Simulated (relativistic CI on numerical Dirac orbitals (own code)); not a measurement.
d1 to d9 in one octahedral field

Computed with a parametric ligand-field model without spin-orbit coupling, by exact diagonalisation: B = 570, C = 2560, 10Dq = 31600 cm⁻¹ (Oh; |10Dq|/B = 55.4) for every shell. Energies in cm⁻¹; the field energy is (0.6 n_e − 0.4 n_t2) × 10Dq of the ground term; g labels are left out.

```csv
Shell,Ground term,Electrons in e,Field energy,First spin-allowed bands,Lowest term of other spin
d1,2T2,0.000,-12640,2E 31600,
d2,3T1,0.008,-25013,"3T2 30206, 3T1 37361",1T2 8731
d3,4A2,0.000,-37920,"4T2 31600, 4T1 38005",2E 12217
d4,3T1,0.014,-50109,"3E 29114, 3T1 29762",1T2 7585
d5,2T2,0.027,-62344,"2A2 28287, 2T1 28485",4T1 19431
d6,1A1,0.021,-75163,"1T1 29698, 1T2 37879",3T1 24320
d7,?,?,?,?,?
d8,3A2,2.000,-37920,"3T2 31600, 3T1 38005",1E 9619
d9,2E,3.000,-18960,2T2 31600,
```

**Question.** Fill in the row of d7.

**Answer.** Ground term: 2E; Electrons in e: 1.014; Field energy: -56434; First spin-allowed bands: 2T1 29557, 2T2 30212; Lowest term of other spin: 4T1 19328. Low spin: d4, d5, d6, d7; the other shells keep the spin of the free ion. Only d4 to d7 can choose; the field needed to pair spins is smallest for d6 and largest for d5, which loses most exchange energy. In the strong-field picture 10Dq must exceed about 6B + 5C = 16220 (d4), 7.5B + 5C = 17075 (d5), 2.5B + 4C = 11665 (d6) and 4B + 4C = 12520 (d7); mixing of terms shifts these bounds somewhat.
